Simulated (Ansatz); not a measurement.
A single point on GaH₃O₂S (`[OH][Ga]([OH])[SH]`).

```yaml
crystal:
  periodic: [false, false, false]
  atoms:
    - {symbol: O, position_ang: [-1.503351, -0.944889, -0.182838]}
    - {symbol: Ga, position_ang: [-0.022049, -0.087719, 0.282540]}
    - {symbol: O, position_ang: [0.365845, -0.185767, 2.009132]}
    - {symbol: S, position_ang: [1.267393, 1.018479, -1.113196]}
    - {symbol: H, position_ang: [-1.716197, -0.888639, -1.116050]}
    - {symbol: H, position_ang: [1.170262, 0.274831, 2.255584]}
    - {symbol: H, position_ang: [0.499299, 0.745703, -2.180872]}
basis:
  gaussian: {orbitals: def2-TZVPP}
hamiltonian: {xc: pbe}
correlation: {method: rpa}
```

```sh
$ ansatz run in.yaml --threads 4 --pin off --events-out ev --progress --plain --max-ram 10444MiB
```

Output, abridged:

```
Functional definition: PBE
1202 factors; integrals over basis functions are off by at most 9.0e-4 eV
mean field evaluation 1: about -67329.0045 eV, gradient 1.0e2 eV
mean field evaluation 2: about -67329.0005 eV, gradient 1.0e2 eV
mean field evaluation 4: about -67324.4261 eV, gradient 7.7e1 eV
mean field evaluation 8: about -67344.4632 eV, gradient 1.8e0 eV
mean field evaluation 16: about -67344.4667 eV, gradient 3.6e-3 eV
mean field -67344.46666269 eV, -2474.8635021349 hartree, gradient 2.5e-6 eV, S^2 0.000000; 0 other end points of the search recorded, 0 dependent functions left out
16 core orbitals not correlated: weight in the atoms' cores, before any rotation towards them, 1.000 or more for the frozen orbitals, at most 0.000 for the correlated occupied ones
reference -67276.64537905 eV, -2472.3711159320 hartree; 17, 17 occupied and 161, 161 virtual orbitals, 1202 factors
Total energy: -67313.85573810 eV, -2473.7385714048 hartree
```

Run time 2.6 s (4 threads of an Arm Neoverse V2 on a shared host); peak host memory 0.39 GiB.
